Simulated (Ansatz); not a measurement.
A CCSD(T) single point on GeH$_{2}$S$_{2}$, SMILES `[SH][Ge][SH]`.

```yaml
crystal:
  periodic: [false, false, false]
  atoms:
    - {symbol: S, position_ang: [-1.250028, 0.309790, -1.566416]}
    - {symbol: Ge, position_ang: [0.577813, -0.764834, -0.839751]}
    - {symbol: S, position_ang: [0.568134, 0.067853, 1.236486]}
    - {symbol: H, position_ang: [-1.565038, 0.988489, -0.449249]}
    - {symbol: H, position_ang: [1.669110, -0.601319, 1.618921]}
basis:
  gaussian: {orbitals: def2-QZVPP}
correlation: {method: ccsd_t}
```

```sh
$ ansatz run in.yaml --threads 2 --pin off --events-out ev --progress --plain --max-ram 31744MiB --backend cuda --devices 0, --max-vram 18GiB
```

Log, shortened:

```
Functional definition: HF
1803 factors; integrals over basis functions are off by at most 8.9e-4 eV
mean field evaluation 1: about -78142.4034 eV, gradient 1.8e1 eV
mean field evaluation 2: about -78142.5245 eV, gradient 1.8e1 eV
mean field evaluation 4: about -78143.9130 eV, gradient 3.2e0 eV
mean field evaluation 8: about -78143.9698 eV, gradient 1.2e-1 eV
mean field -78143.97001463 eV, -2871.7379301523 hartree, gradient 1.9e-6 eV, S^2 0.000000; 0 other end points of the search recorded, 0 dependent functions left out
19 core orbitals not correlated: weight in the atoms' cores, before any rotation towards them, 1.000 or more for the frozen orbitals, at most 0.000 for the correlated occupied ones
reference -78143.97001463 eV, -2871.7379301523 hartree; 14, 14 occupied and 256, 256 virtual orbitals, 1803 factors
second order -24.00171734 eV of doubles, -0.00000000 eV of singles
cycle   1  -23.61244479 eV  change    3.9e-1 eV  update   1.1e-1
cycle   2  -24.15971760 eV  change   -5.5e-1 eV  update   3.3e-2
cycle   3  -24.25185138 eV  change   -9.2e-2 eV  update   1.9e-2
cycle   4  -24.22937537 eV  change    2.2e-2 eV  update   5.6e-3
cycle   5  -24.22728071 eV  change    2.1e-3 eV  update   2.9e-3
cycle   6  -24.22797946 eV  change   -7.0e-4 eV  update   9.4e-4
cycle   7  -24.22762718 eV  change    3.5e-4 eV  update   3.5e-4
cycle   8  -24.22763237 eV  change   -5.2e-6 eV  update   1.0e-4
cycle   9  -24.22769086 eV  change   -5.8e-5 eV  update   3.7e-5
cycle  10  -24.22767677 eV  change    1.4e-5 eV  update   1.4e-5
perturbative correction -1.01781028 eV, -0.0374038380 hartree
Total energy: -78169.21550168 eV, -2872.6656846896 hartree
```

It took 10 s on 2 threads of an AMD EPYC 7R13 on a shared host and a share of an NVIDIA H100 80 GB, with 0.84 GiB of host memory at the peak.

Correlation energy per correlated electron: -0.902 eV. T1 diagnostic: 0.0153.
